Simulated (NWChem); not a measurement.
N$_{2}$H$_{3}$, doublet; SMILES [NH]N

Results from NWChem. Pople sets run with spherical d functions. Spin-unrestricted. No stability test was run on the SCF state. Level B3LYP/6-31G*: optimisations from one semi-empirical or force-field start; each run changes one setting, and all end within 0.3 mHa of each other.

```
setting                                             optimisation steps
--------------------------------------------------  ------------------
redundant internal coordinates, default thresholds                   8
trust radius 0.05                                                    8
loose thresholds                                                     4
Cartesian coordinates                                                6
```
